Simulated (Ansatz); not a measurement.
`NC(F)([SiH3])BO` and `NC(F)([SiH3])S` differ in one atom or group.

Ansatz, PBE0-D4/def2-TZVP geometries, multiplicity 1. Each molecule was computed in one conformer, which needn't be the lowest.

```csv
property,`NC(F)([SiH3])BO`
HOMO energy (PBE0/def2-TZVPP) / eV,-7.70
size of the dipole moment (ωB97M-V/def2-TZVPP) / D,1.96
HOMO–LUMO gap (PBE/def2-TZVPP) / eV,4.57
HOMO–LUMO gap (PBE0/def2-TZVPP) / eV,6.96
size of the dipole moment (B3LYP/def2-TZVPP) / D,1.97
LUMO energy (B3LYP/def2-TZVPP) / eV,-0.98
```

Task: Give the same properties after the change, and the shifts. (Best estimate.)

Result: Ansatz gave: 
| property | `NC(F)([SiH3])S` | shift |
| --- | --- | --- |
| HOMO energy (PBE0/def2-TZVPP) / eV | -7.19 | 0.51 |
| size of the dipole moment (ωB97M-V/def2-TZVPP) / D | 2.00 | 0.04 |
| HOMO–LUMO gap (PBE/def2-TZVPP) / eV | 4.90 | 0.33 |
| HOMO–LUMO gap (PBE0/def2-TZVPP) / eV | 7.09 | 0.13 |
| size of the dipole moment (B3LYP/def2-TZVPP) / D | 2.01 | 0.04 |
| LUMO energy (B3LYP/def2-TZVPP) / eV | -0.34 | 0.64 |

With PBE0 the HOMO rises by 0.51 eV and the LUMO rises by 0.65 eV, so the gap widens by about 0.14 eV. PBE moves the HOMO by 0.30 eV and ωB97M-V by 0.61 eV. Dipoles are sizes alone; their direction can turn.

B3LYP here is the variant with VWN-RPA as its local correlation; programs differ in this.
